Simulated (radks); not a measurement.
The numbers below are computed, except where a source is named.
Coulomb parameter of the 4f shell of the terbium ion Tb+ in the model configuration [Xe] 4f9 6s1, as a second difference U = [E(n + 0.5) + E(n - 0.5) - 2 E(n)] / (0.5)^2 with all orbitals relaxed. "Bare": the charge of the atom changes with n. "Screened": the 6s shell takes up the change at fixed total charge, which measures U(4f,4f) + U(6s,6s) - 2 U(4f,6s). Level of theory: scalar-relativistic Kohn-Sham, LDA (Slater exchange, Perdew-Wang correlation), spin-unpolarised, spherical densities, finite nucleus; Fermi nuclear charge, rms radius 5.06 fm (a radial shooting solver on a logarithmic mesh with Libxc functionals). Estimate both.

Answer. U(bare) = 14.231 eV, U(screened by 6s) = 5.717 eV, against the Slater integral F0(4f,4f) = 28.711 eV with frozen orbitals.
